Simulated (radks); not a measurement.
Values are calculated unless marked as measured or tabulated.
The barium ion Ba2+ inside a hard spherical wall (all orbitals vanish at R), configuration held at [Xe] and not refilled when levels cross. Level of theory: scalar-relativistic Kohn-Sham, PBEsol, spin-unpolarised, spherical densities, finite nucleus; Fermi nuclear charge, rms radius 4.8378 fm (a radial shooting solver on a logarithmic mesh with Libxc functionals). Eigenvalues in eV, with the zero of energy where the potential of the charges vanishes at infinity; a dash marks a level that is unbound or too diffuse for the functional's potential to be trusted. A positive occupied level is held by the wall or, in an anion where self-interaction has pushed it up, behind a barrier. The pressure on the wall is -dE/dV.

| R (bohr) | E (hartree) | kinetic (hartree) | e(4p) | e(4d) | e(5s) | e(5p) | e(5d, empty) | e(6s, empty) | pressure (GPa) |
|---|---|---|---|---|---|---|---|---|---|
| free | -8131.4673 | 8582.810 | -193.28 | -102.09 | -46.026 | -30.926 | -12.853 | -12.203 | 0 |
| 20 | -8131.4673 | 8582.810 | -193.28 | -102.09 | -46.026 | -30.926 | -12.853 | -12.203 | < 0.0001 |
| 12 | -8131.4673 | 8582.810 | -193.28 | -102.09 | -46.026 | -30.926 | -12.853 | -12.202 | < 0.0001 |
| 10 | -8131.4673 | 8582.810 | -193.28 | -102.09 | -46.026 | -30.926 | -12.852 | -12.195 | < 0.0001 |
| 4 | -8131.3527 | 8583.774 | -191.33 | -100.18 | -44.557 | -29.256 | -8.599 | 1.554 | 39.3 |
| 3.5 | -8131.0993 | 8585.443 | -188.66 | -97.582 | -42.471 | -26.738 | -4.105 | 13.697 | 163 |
| 3 | -8130.2957 | 8589.838 | -182.99 | -92.108 | -37.529 | -20.620 | 5.599 | 38.319 | 705 |
| 2.5 | -8127.6936 | 8601.669 | -171.59 | -81.172 | -25.064 | -5.210 | 27.747 | 91.208 | 3360 |
| 2 | -8118.5178 | 8637.562 | -147.90 | -58.215 | 11.393 | 38.320 | 83.832 | 216.53 | 19600 |
